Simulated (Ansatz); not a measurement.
Ansatz (a program for electronic structure) input (CCSD(T)/aug-cc-pVDZ):

Ansatz 0.2 input:
```yaml
crystal:
  periodic: [false, false, false]
  atoms:
    - {symbol: C, position_ang: [-1.97723565, 0.19290964, 0.37995491]}
    - {symbol: C, position_ang: [-0.68865013, 0.60227504, -0.26283132]}
    - {symbol: C, position_ang: [0.47066605, -0.10075517, -0.04994972]}
    - {symbol: O, position_ang: [0.70081760, -1.12426625, 0.64511093]}
    - {symbol: O, position_ang: [1.61516907, 0.42061896, -0.73738613]}
    - {symbol: H, position_ang: [-2.41028913, 0.95988551, 1.04632939]}
    - {symbol: H, position_ang: [-1.80044018, -0.69677299, 0.99027984]}
    - {symbol: H, position_ang: [-2.77617883, -0.06280368, -0.33847585]}
    - {symbol: H, position_ang: [-0.66077050, 1.46979809, -0.91086996]}
    - {symbol: H, position_ang: [2.29110372, -0.20750571, -0.45210502]}
basis:
  gaussian:
    orbitals: aug-cc-pVDZ
total_charge: -1
magnetization: {spin_polarized: false}
correlation: {method: ccsd_t, electrons: outside_noble_gas}
output: {forces: true}
```

Output:

```
Functional definition: HF
integrals: 0.52 GiB planned
1573 factors; integrals over basis functions are off by at most 8.7e-4 eV
mean field: 0.78 GiB planned
mean field evaluation 1: about -7242.1622 eV, gradient 3.7e1 eV
mean field evaluation 2: about -7242.2162 eV, gradient 3.7e1 eV
mean field evaluation 4: about -7245.5062 eV, gradient 4.3e0 eV
mean field evaluation 8: about -7245.5630 eV, gradient 3.4e-1 eV
mean field evaluation 16: about -7242.1618 eV, gradient 3.7e1 eV
mean field -7245.56355771 eV, -266.2695495266 hartree, gradient 1.1e-6 eV, S^2 0.000000; 0 other end points of the search recorded, 0 dependent functions left out
5 core orbitals not correlated
reference -7245.56355771 eV, -266.2695495266 hartree; 15, 15 occupied and 140, 140 virtual orbitals, 1573 factors
densities: 3.12 GiB planned
second order -22.92026263 eV of doubles, -0.00000000 eV of singles
coupled cluster: 1.64 GiB planned
cycle   1  -22.91644459 eV  change    3.8e-3 eV  update   1.3e-1
cycle   2  -23.51651346 eV  change   -6.0e-1 eV  update   4.0e-2
cycle   3  -23.68657224 eV  change   -1.7e-1 eV  update   2.3e-2
cycle   4  -23.68687554 eV  change   -3.0e-4 eV  update   6.6e-3
cycle   5  -23.68044948 eV  change    6.4e-3 eV  update   3.7e-3
cycle   6  -23.68082260 eV  change   -3.7e-4 eV  update   1.4e-3
cycle   7  -23.68116496 eV  change   -3.4e-4 eV  update   8.0e-4
cycle   8  -23.68086128 eV  change    3.0e-4 eV  update   3.3e-4
cycle   9  -23.68078413 eV  change    7.7e-5 eV  update   1.4e-4
cycle  10  -23.68095736 eV  change   -1.7e-4 eV  update   6.7e-5
cycle  11  -23.68089896 eV  change    5.8e-5 eV  update   2.8e-5
cycle  12  -23.68088318 eV  change    1.6e-5 eV  update   1.3e-5
cycle  13  -23.68088894 eV  change   -5.8e-6 eV  update   5.8e-6
cycle  14  -23.68088705 eV  change    1.9e-6 eV  update   2.9e-6
perturbative correction -0.90751346 eV, -0.0333505046 hartree
the calculation of the forces begins
Total energy: -7270.15195823 eV, -267.1731565789 hartree
Atom 0 at    -1.977236     0.192910     0.379955 Å, force    -0.192064     0.020375     0.035700 eV/Å
Atom 1 at    -0.688650     0.602275    -0.262831 Å, force    -0.424329     0.323319    -0.126659 eV/Å
Atom 2 at     0.470666    -0.100755    -0.049950 Å, force     0.349365     0.346292    -0.348047 eV/Å
Atom 3 at     0.700818    -1.124266     0.645111 Å, force     0.199915    -1.083341     0.747234 eV/Å
Atom 4 at     1.615169     0.420619    -0.737386 Å, force     0.199287     0.312403    -0.283367 eV/Å
Atom 5 at    -2.410289     0.959886     1.046329 Å, force    -0.119819     0.282709     0.238948 eV/Å
Atom 6 at    -1.800440    -0.696773     0.990280 Å, force     0.075126    -0.404665     0.278999 eV/Å
Atom 7 at    -2.776179    -0.062804    -0.338476 Å, force    -0.255942    -0.097766    -0.276247 eV/Å
Atom 8 at    -0.660771     1.469798    -0.910870 Å, force     0.036933     0.422071    -0.321461 eV/Å
Atom 9 at     2.291104    -0.207506    -0.452105 Å, force     0.131528    -0.121397     0.054900 eV/Å
Dipole moment:    -0.122155     0.167782    -0.091632 e Å
```

It need not be the lowest isomer of its formula. Whether it binds its extra electron was not tested at this geometry.
